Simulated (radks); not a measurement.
Values are calculated unless marked as measured or tabulated.
Dy56+, 10 electrons, occupied as [Ne].

Level of theory: Dirac Kohn-Sham, PBE, spin-unpolarised, spherical densities, finite nucleus; Fermi nuclear charge, rms radius 5.2218 fm (a radial shooting solver on a logarithmic mesh with Libxc functionals).

Energy parts (eV):
part                      energy
total                 -234195.86
kinetic                262476.58
electron-nucleus      -512620.03
Hartree                 19186.21
exchange-correlation    -3238.62

Orbitals (lengths in bohr, moments of r in powers of bohr; r(max) is where P^2 peaks):
orbital,occ.,eigenvalue (eV),r(max),small-component weight
1s1/2,2,-58117.81,0.01337,6.08e-02
2s1/2,2,-13156.00,0.07552,1.40e-02
2p1/2,2,-12789.84,0.05677,1.39e-02
2p3/2,4,-11957.26,0.06264,1.29e-02

The highest occupied level is 2p3/2 at -11957.3 eV. The density falls to 0.001 e/bohr^3 at r = 0.35 bohr. The electron density at the nucleus is 7.198e+05 e/bohr^3. Summed over all electrons, <r^2> = 0.06327 bohr^2, which gives a Langevin (diamagnetic) susceptibility term of -0.0501 x 10^-6 cm^3/mol. For comparison, the ionisation energy in NIST's Atomic Spectra Database is 12081 eV (theoretical). In exact Kohn-Sham theory the highest level is minus the ionisation energy, but local and semilocal functionals leave it too shallow, through self-interaction and a potential that decays too fast; potentials with the right tail come closer.
